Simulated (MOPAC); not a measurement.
MOPAC input (PM6):

```
PM6 1SCF CHARGE=-1 GEO-OK AUX(PRECISION=9) THREADS=1
C2H8ClSi2

C    -1.78609100 1    1.30561800 1    0.41318100 1
Si   -1.28160900 1   -0.22637400 1   -0.70504300 1
C    -2.09362700 1   -1.65222400 1    0.38964100 1
Si    0.84844000 1   -0.53972900 1    0.28796700 1
Cl    2.31483500 1    0.94675200 1   -0.25540800 1
H    -2.84030900 1    1.54976500 1    0.23797300 1
H    -1.20279800 1    2.19054300 1    0.14131100 1
H    -1.66003300 1    1.13510500 1    1.48928800 1
H    -3.17863800 1   -1.63177700 1    0.23495500 1
H    -1.91722000 1   -1.55840800 1    1.46861000 1
H    -1.74891400 1   -2.64259100 1    0.07475700 1
H     1.55805900 1   -1.81329000 1   -0.07473300 1
H     0.98033500 1   -0.51904300 1    1.79189700 1
```

Output:

```
 *******************************************************************************
 **                                                                           **
 **                              MOPAC v23.2.5                                **
 **                                                                           **
 *******************************************************************************
 ** MOPAC's Digital Object Identifier: https://doi.org/10.5281/zenodo.6511958 **
 **                                                                           **
 ** Please cite the open-source release paper for use of this MOPAC version:  **
 ** J. E. Moussa and J. J. P. Stewart (2026)                                  **
 ** MOPAC: An open-source semiempirical molecular orbital program             **
 ** J. Open Source Softw., 11(119), 8025, https://doi.org/10.21105/joss.08025 **
 *******************************************************************************

                              PM6 CALCULATION RESULTS

 *******************************************************************************
 *  PM6        - The PM6 Hamiltonian to be used
 *  GEO-OK     - OVERRIDE INTERATOMIC DISTANCE AND OTHER SAFETY CHECKS
 *
 *
 *
 *                 CHARGE ON SYSTEM = -1
 *
 *
 *
 *  1SCF       - DO 1 SCF AND THEN STOP
 *  AUX        - OUTPUT AUXILIARY INFORMATION
 *******************************************************************************
PM6 1SCF CHARGE=-1 GEO-OK AUX(PRECISION=9) THREADS=1
 C2H8ClSi2

   ATOM   CHEMICAL          X               Y               Z
  NUMBER   SYMBOL      (ANGSTROMS)     (ANGSTROMS)     (ANGSTROMS)

     1       C         -1.78609100  *   1.30561800  *   0.41318100  *
     2      Si         -1.28160900  *  -0.22637400  *  -0.70504300  *
     3       C         -2.09362700  *  -1.65222400  *   0.38964100  *
     4      Si          0.84844000  *  -0.53972900  *   0.28796700  *
     5      Cl          2.31483500  *   0.94675200  *  -0.25540800  *
     6       H         -2.84030900  *   1.54976500  *   0.23797300  *
     7       H         -1.20279800  *   2.19054300  *   0.14131100  *
     8       H         -1.66003300  *   1.13510500  *   1.48928800  *
     9       H         -3.17863800  *  -1.63177700  *   0.23495500  *
    10       H         -1.91722000  *  -1.55840800  *   1.46861000  *
    11       H         -1.74891400  *  -2.64259100  *   0.07475700  *
    12       H          1.55805900  *  -1.81329000  *  -0.07473300  *
    13       H          0.98033500  *  -0.51904300  *   1.79189700  *

          CARTESIAN COORDINATES

    NO.       ATOM           X           Y           Z

     1         C         -1.7861      1.3056      0.4132
     2        Si         -1.2816     -0.2264     -0.7050
     3         C         -2.0936     -1.6522      0.3896
     4        Si          0.8484     -0.5397      0.2880
     5        Cl          2.3148      0.9468     -0.2554
     6         H         -2.8403      1.5498      0.2380
     7         H         -1.2028      2.1905      0.1413
     8         H         -1.6600      1.1351      1.4893
     9         H         -3.1786     -1.6318      0.2350
    10         H         -1.9172     -1.5584      1.4686
    11         H         -1.7489     -2.6426      0.0748
    12         H          1.5581     -1.8133     -0.0747
    13         H          0.9803     -0.5190      1.7919

 General Reference for PM6:
 "Optimization of Parameters for Semiempirical Methods V: Modification of NDDO Approximations
 and Application to 70 Elements", J. J. P. Stewart, J. Mol. Mod., 13, 1173-1213 (2007)
 URL: https://link.springer.com/article/10.1007/s00894-007-0233-4

           Empirical Formula: C2 H8 Si2 Cl  =    13 atoms

      MOLECULAR POINT GROUP   :   C1

      RHF CALCULATION, NO. OF DOUBLY OCCUPIED LEVELS = 16

 -------------------------------------------------------------------------------
 PM6 1SCF CHARGE=-1 GEO-OK AUX(PRECISION=9) THREADS=1
 C2H8ClSi2

     1SCF WAS SPECIFIED, SO BFGS WAS NOT USED
     SCF FIELD WAS ACHIEVED

                              PM6 CALCULATION
                                                       MOPAC v23.2.5 Linux

          FINAL HEAT OF FORMATION =        -52.30644 KCAL/MOL =    -218.85016 KJ/MOL

          COSMO AREA              =        163.21 SQUARE ANGSTROMS
          COSMO VOLUME            =        168.48 CUBIC ANGSTROMS

          IONIZATION POTENTIAL    =          2.441924 EV
          HOMO LUMO ENERGIES (EV) =         -2.442  3.044
          NO. OF FILLED LEVELS    =         16
          MOLECULAR WEIGHT        =        123.7092         POINT GROUP:  C1

          MOLECULAR DIMENSIONS (Angstroms)

            Atom       Atom       Distance
            H     9   Cl     5     6.08831
            H    12    H     6     4.91439
           Si     2    H    13     2.66958

          SCF CALCULATIONS        =          1

   ATOM   CHEMICAL          X               Y               Z
  NUMBER   SYMBOL      (ANGSTROMS)     (ANGSTROMS)     (ANGSTROMS)

     1       C         -1.78609100  *   1.30561800  *   0.41318100  *
     2      Si         -1.28160900  *  -0.22637400  *  -0.70504300  *
     3       C         -2.09362700  *  -1.65222400  *   0.38964100  *
     4      Si          0.84844000  *  -0.53972900  *   0.28796700  *
     5      Cl          2.31483500  *   0.94675200  *  -0.25540800  *
     6       H         -2.84030900  *   1.54976500  *   0.23797300  *
     7       H         -1.20279800  *   2.19054300  *   0.14131100  *
     8       H         -1.66003300  *   1.13510500  *   1.48928800  *
     9       H         -3.17863800  *  -1.63177700  *   0.23495500  *
    10       H         -1.91722000  *  -1.55840800  *   1.46861000  *
    11       H         -1.74891400  *  -2.64259100  *   0.07475700  *
    12       H          1.55805900  *  -1.81329000  *  -0.07473300  *
    13       H          0.98033500  *  -0.51904300  *   1.79189700  *

                             CARTESIAN COORDINATES

   1    C       -1.786091000     1.305618000     0.413181000
   2   Si       -1.281609000    -0.226374000    -0.705043000
   3    C       -2.093627000    -1.652224000     0.389641000
   4   Si        0.848440000    -0.539729000     0.287967000
   5   Cl        2.314835000     0.946752000    -0.255408000
   6    H       -2.840309000     1.549765000     0.237973000
   7    H       -1.202798000     2.190543000     0.141311000
   8    H       -1.660033000     1.135105000     1.489288000
   9    H       -3.178638000    -1.631777000     0.234955000
  10    H       -1.917220000    -1.558408000     1.468610000
  11    H       -1.748914000    -2.642591000     0.074757000
  12    H        1.558059000    -1.813290000    -0.074733000
  13    H        0.980335000    -0.519043000     1.791897000

           Empirical Formula: C2 H8 Si2 Cl  =    13 atoms

      MOLECULAR POINT GROUP   :   C1

                  EIGENVALUES
 -22.62600 -21.27539 -19.94426 -15.04382 -11.18657 -10.00795  -9.85211  -9.44187
  -9.27621  -8.76290  -8.51248  -7.66570  -6.81729  -6.12937  -4.63745  -2.44192
   3.04400   3.76024   4.41467   4.71387   5.02333   5.46509   5.70822   5.72445
   6.26705   7.69082   7.78280   7.86747   7.91322   8.32798   8.65430   9.25813
   9.91177   9.97062  10.07861  10.15632  10.98378  11.18796  95.83291  95.92070
  95.96782  96.31385  96.31510

              NET ATOMIC CHARGES AND DIPOLE CONTRIBUTIONS

  ATOM NO.   TYPE          CHARGE      No. of ELECS.   s-Pop       p-Pop       d-Pop
    1          C          -0.655617        4.6556     1.07319     3.58242
    2         Si          -0.320040        4.3200     1.66184     2.39600     0.26221
    3          C          -0.661346        4.6613     1.07412     3.58723
    4         Si           0.121527        3.8785     1.34629     2.05696     0.47523
    5         Cl          -0.390701        7.3907     1.99465     5.39437     0.00168
    6          H           0.152044        0.8480     0.84796
    7          H           0.160327        0.8397     0.83967
    8          H           0.151000        0.8490     0.84900
    9          H           0.156418        0.8436     0.84358
   10          H           0.148455        0.8515     0.85154
   11          H           0.151932        0.8481     0.84807
   12          H          -0.004088        1.0041     1.00409
   13          H          -0.009912        1.0099     1.00991
 DIPOLE           X         Y         Z       TOTAL
 POINT-CHG.     1.596    -0.993     1.527     2.422
 HYBRID        -0.128     0.688     2.156     2.267
 SUM            1.469    -0.305     3.684     3.977

          ATOMIC ORBITAL ELECTRON POPULATIONS

     Atom    s        px        py        pz      x^2-y^2     xz        z^2       yz        xy
    1  C   1.07319   1.16632   1.23285   1.18324
    2 Si   1.66184   0.64871   0.55908   1.18821   0.07507   0.02496   0.03872   0.08223   0.04122
    3  C   1.07412   1.18550   1.21908   1.18265
    4 Si   1.34629   0.67223   0.61345   0.77127   0.08907   0.04872   0.19141   0.03108   0.11495
    5 Cl   1.99465   1.74905   1.73126   1.91407   0.00030   0.00020   0.00027   0.00022   0.00068
    6  H   0.84796
    7  H   0.83967
    8  H   0.84900
    9  H   0.84358
   10  H   0.85154
   11  H   0.84807
   12  H   1.00409
   13  H   1.00991

 **********************
 *                    *
 * JOB ENDED NORMALLY *
 *                    *
 **********************

 == MOPAC DONE ==
```

The dipole moment of an ion depends on the origin.

The geometry given is a B3LYP-D3(BJ)/def2-TZVP minimum.
